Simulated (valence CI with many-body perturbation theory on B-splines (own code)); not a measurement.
**E1 transitions of Hf XXIII**

Level of theory: relativistic CI+MBPT: four valence electrons over a frozen Dirac-Fock core [Kr] 4d10, a basis of 7 s, 7 p, 7 d, 7 f, 4 g, 2 h functions for each j, with the one-electron correlation potential Σ1, the two-electron term Σ2, the three-electron term Σ3, Breit, model QED; selected CI, second order for the rest, scaled by the run's own slope (own B-spline code, finite nucleus).

No measured levels were compared; by estimate terms of the open shell hold to a few per cent of their energy, and close levels can change places.

Lines 1 to 50 of 357 in falling wavelength, among levels below 934940 cm⁻¹, chosen from the strongest by gf and those to the six lowest levels. Wavelengths and rates use the calculated energies, so an error of 2000 cm⁻¹ moves a line at 682.1 Å by 1.4 % and its rate by three times that or more. Electric multipoles are in the length gauge, E1 and E2 with the static RPA response of the core. Weak lines are less certain than strong ones. Lines between different terms over intervals too small for the method are left out, as are lines whose strength nearly cancels. Where a level lies close to another of its J and parity, the split of strength between their lines is uncertain. The highest levels of a list are the least certain.

Names give the largest LS component (configuration and term), which can be under half, so a name can repeat, a term be missing and a line seem to break the LS rules; names also repeat where a configuration has a term twice. Letters in brackets count levels of one name in rising energy.

```tsv
λ vac (Å)	Upper	Lower	A (s⁻¹)	log gf	Branch %
682.1	4f³5p ³H_4 [b]	4f³5s ¹F°_3 [b]	3.23e+04	-4.69	0.0
642.7	4f³5p ³H_4 [b]	4f³5s ³F°_3	1.14e+05	-4.20	0.0
580.5	4f³5p ³H_4 [a]	4f³5s ³G°_3 [d]	2.91e+04	-4.88	0.0
530.4	4f³5p ⁵I_5	4f³5s ³G°_4 [c]	3.50e+04	-4.79	0.0
506.9	4f³5p ⁵G_2	4f³5s ³G°_3 [d]	4.45e+05	-4.07	0.0
499.9	4f³5p ³I_5	4f³5s ¹G°_4	2.16e+05	-4.05	0.0
494.1	4f³5p ³H_4 [b]	4f³5s ¹G°_4	1.92e+05	-4.20	0.0
489.9	4f³5p ⁵K_5	4f³5s ³H°_5	4.20e+04	-4.78	0.0
480.9	4f³5p ³H_4 [b]	4f³5s ³G°_3 [d]	1.56e+05	-4.31	0.0
479.9	4f³5p ⁵G_2	4f³5s ¹D°_2 [b]	9.22e+04	-4.80	0.0
475.7	4f³5p ⁵I_5	4f³5s ¹H°_5 [b]	4.81e+04	-4.75	0.0
475.0	4f³5p ³H_4 [b]	4f³5s ³G°_4 [c]	6.29e+04	-4.72	0.0
465.3	4f³5p ⁵K_5	4f³5s ³G°_5 [c]	1.71e+05	-4.21	0.0
460.4	4f³5p ³H_4 [b]	4f³5s ¹F°_3 [a]	9.02e+05	-3.59	0.0
448.9	4f³5p ⁵K_5	4f³5s ³G°_5 [b]	2.62e+05	-4.06	0.0
448.5	4f³5p ⁵K_6	4f³5s ³H°_5	9.59e+04	-4.42	0.0
448.3	4f³5p ³H_4 [b]	4f³5s ³D°_3 [e]	8.58e+05	-3.63	0.0
446.9	4f³5p ³H_4 [a]	4f³5s ³G°_5 [c]	7.92e+04	-4.67	0.0
446.6	4f³5p ⁵K_5	4f³5s ³I°_5 [b]	8.57e+05	-3.55	0.0
445.8	4f³5p ⁵H_6	4f³5s ¹H°_5 [b]	4.30e+05	-3.78	0.0
445.5	4f³5p ⁵K_6	4f³5s ¹I°_6	5.21e+05	-3.70	0.0
442.0	4f³5p ⁵G_2	4f³5s ³D°_1 [e]	1.05e+05	-4.81	0.0
439.3	4f³5p ⁵K_6	4f³5s ³L°_7 [b]	3.76e+05	-3.85	0.0
439.1	4f³5p ⁵I_5	4f³5s ³H°_4 [b]	1.08e+05	-4.46	0.0
438.3	4f³5p ⁵I_5	4f³5s ¹I°_6	2.46e+05	-4.11	0.0
436.0	4f³5p ⁵K_5	4f³5s ³G°_4 [b]	7.47e+04	-4.63	0.0
435.7	4f³5p ⁵K_6	4f³5s ³I°_7 [b]	7.79e+04	-4.54	0.0
435.0	4f³5p ³I_5	4f³5s ¹H°_5 [b]	4.35e+05	-3.87	0.0
434.5	4f³5p ³D_1	4f³5s ³D°_2 [e]	3.22e+05	-4.56	0.0
434.0	4f³5p ⁵G_2	4f³5s ³D°_2 [d]	2.46e+05	-4.46	0.0
433.7	4f³5p ³D_1	4f³5s ³D°_1 [e]	1.11e+06	-4.03	0.0
431.7	4f³5p ³H_4 [a]	4f³5s ³G°_5 [b]	1.38e+05	-4.46	0.0
430.6	4f³5p ³H_4 [b]	4f³5s ¹H°_5 [b]	3.99e+05	-4.00	0.0
429.6	4f³5p ³H_4 [a]	4f³5s ³I°_5 [b]	1.55e+05	-4.41	0.0
427.8	4f³5p ⁵K_6	4f³5s ³G°_5 [c]	1.21e+05	-4.36	0.0
427.7	4f³5p ³I_5	4f³5s ³H°_6 [b]	6.21e+04	-4.73	0.0
426.9	4f³5p ⁵G_2	4f³5s ³D°_3 [c]	2.40e+05	-4.48	0.0
424.6	4f³5p ⁵K_7	4f³5s ¹L°_8	2.33e+05	-4.03	0.0
421.2	4f³5p ⁵I_5	4f³5s ³G°_5 [c]	8.90e+04	-4.58	0.0
419.8	4f³5p ³H_4 [a]	4f³5s ³G°_4 [b]	2.56e+05	-4.22	0.0
418.9	4f³5p ⁵K_6	4f³5s ³I°_6 [b]	6.18e+05	-3.68	0.0
417.1	4f³5p ³H_4 [a]	4f³5s ³D°_3 [a]	5.16e+05	-3.92	0.0
416.8	4f³5p ⁵K_5	4f³5s ³G°_4 [a]	1.35e+05	-4.41	0.0
416.3	4f³5p ⁵K_7	4f³5s ¹I°_6	1.68e+06	-3.19	0.0
415.9	4f³5p ³H_4 [b]	4f³5s ³D°_3 [d]	5.65e+06	-2.88	0.0
415.3	4f³5p ⁵H_6	4f³5s ³H°_5	4.30e+04	-4.84	0.0
414.4	4f³5p ⁵G_2	4f³5s ³D°_1 [d]	7.46e+05	-4.02	0.0
413.9	4f³5p ⁵K_6	4f³5s ³G°_5 [b]	5.97e+05	-3.70	0.0
413.2	4f³5p ⁵K_5	4f³5s ¹H°_5 [a]	3.15e+05	-4.05	0.0
412.8	4f³5p ⁵H_6	4f³5s ¹I°_6	9.20e+05	-3.52	0.0
```
